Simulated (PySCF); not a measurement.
TPSS on Rh⁺ (rhodium, charge +1)

Configuration: [Kr] 4d8, high-spin 3F determinant. Calculation: PySCF 2.14, in def2-SVP with the def2 core potential (28 electrons); a scalar-relativistic core potential.

```json
{"Total energy": "-110.1427 hartree", "One-electron energy": "-188.8399 hartree", "Hartree (Coulomb) energy": "89.8785 hartree", "Exchange-correlation energy": "-11.1812 hartree", "⟨S²⟩": "2.0009", "⟨L²⟩": "12.015", "Sum of ⟨r⟩": "21.06 bohr", "Sum of ⟨r²⟩": "33.74 bohr²", "Time after the integrals": "0.67 s of wall time on 1 thread of Neoverse-V1 (shared host)"}
```

```json
{"shell": "4s α", "electrons": "1", "mean orbital energy (hartree)": "-3.41596", "spread (hartree)": "0", "rms radius, mean of both spins (bohr)": "1.05"}
{"shell": "4s β", "electrons": "1", "mean orbital energy (hartree)": "-3.35946", "spread (hartree)": "0", "rms radius, mean of both spins (bohr)": "1.05"}
{"shell": "4p α", "electrons": "3", "mean orbital energy (hartree)": "-2.20140", "spread (hartree)": "0", "rms radius, mean of both spins (bohr)": "1.17"}
{"shell": "4p β", "electrons": "3", "mean orbital energy (hartree)": "-2.14018", "spread (hartree)": "0", "rms radius, mean of both spins (bohr)": "1.17"}
{"shell": "4d α", "electrons": "5", "mean orbital energy (hartree)": "-0.51494", "spread (hartree)": "0.03233", "rms radius, mean of both spins (bohr)": "1.71"}
{"shell": "4d β", "electrons": "3", "mean orbital energy (hartree)": "-0.47707", "spread (hartree)": "0", "rms radius, mean of both spins (bohr)": "1.71"}
```

Energies and moments cover only the electrons outside the core potential.
